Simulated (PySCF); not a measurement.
CHO2, SMILES O=C=[OH+], charge +1. Heavy atoms are numbered as in [O:1]=[C:2]=[OH+:3]. Hydrogens are named by the atom that carries them.

Geometry: PBE0-D3(BJ)/def2-TZVP. The isomer is the one that the SMILES or the coordinates give; other isomers of the formula were not compared.

Level of theory: PBE/pcSseg-2 run with PySCF.

GIAO shieldings, no solvent; atoms alike by connectivity are averaged. δ = σ(ref) − σ: ¹⁷O against H2O (σ = 327.5 ppm); ¹³C against TMS (σ = 181.4 ppm); ¹H against TMS (σ = 31.47 ppm), references at their B3LYP-D3(BJ)/def2-TZVP geometries, non-relativistic.

| nucleus | atoms | count | δ (ppm) |
|---|---|---|---|
| ¹⁷O | O1 | 1 | 229.3 |
| ¹⁷O | O3 (OH) | 1 | 66.1 |
| ¹³C | C2 | 1 | 126.7 |
| ¹H | H on O3 | 1 | 8.72 |
